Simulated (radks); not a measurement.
Q: Isoelectronic series with 51 electrons, all held in the configuration [Kr] 4d10 5s2 5p3, which need not be the ground one along the series. Calculated with a radial shooting solver on a logarithmic mesh with Libxc functionals: scalar-relativistic Kohn-Sham, PBE, spin-polarised, spherical densities, finite nucleus; open shells are filled with parallel spins first (spin-orbit coupling, left out, can overturn this in heavy ions); Fermi nuclear charge, rms radius of each element as measured or else 0.836 A^(1/3) + 0.57 fm. Total energies (hartree) and mean radii <r> (bohr) (* marks an orbital that is empty in some or all of the ions):

ion,E (hartree),5p down*,5p up,5s down,5s up
Sb,-6481.32141,2.961,2.877,2.215,2.235
Te+,-6793.97850,2.499,2.462,2.023,2.036
I2+,-7115.09645,2.217,2.196,1.869,1.878
Xe3+,-7444.69029,2.015,2.001,1.741,1.749
Cs4+,-7782.7959,1.858,1.849,1.634,1.641
Ba5+,-8129.4475,1.731,1.724,1.542,1.547
La6+,-8484.6917,1.625,1.619,1.462,1.466
Ce7+,-8848.5722,1.533,1.529,1.391,1.395
Pr8+,-9221.1405,1.454,1.451,1.327,1.331
Nd9+,-9602.4474,1.384,1.381,1.270,1.273
Pm10+,-9992.5430,1.321,1.319,1.218,1.221
Sm11+,-10391.4738,1.265,1.263,1.171,1.173
Eu12+,-10799.3372,1.214,1.212,1.127,1.129
Gd13+,-11216.1728,1.167,1.166,1.087,1.089
Tb14+,-11642.0961,1.124,1.123,1.050,1.052
Dy15+,-12077.0472,1.085,1.084,1.015,1.017
Ho16+,-12521.2432,1.048,1.047,0.9828,0.9844
Er17+,-12974.6697,1.014,1.013,0.9525,0.9540
Tm18+,-13437.4646,0.9825,0.9819,0.9241,0.9255
Yb19+,-13909.6190,0.9529,0.9523,0.8974,0.8987

Estimate the row of Lu20+.

A: E (hartree) -14391.2786; 5p down* 0.9252; 5p up 0.9246; 5s down 0.8722; 5s up 0.8734.
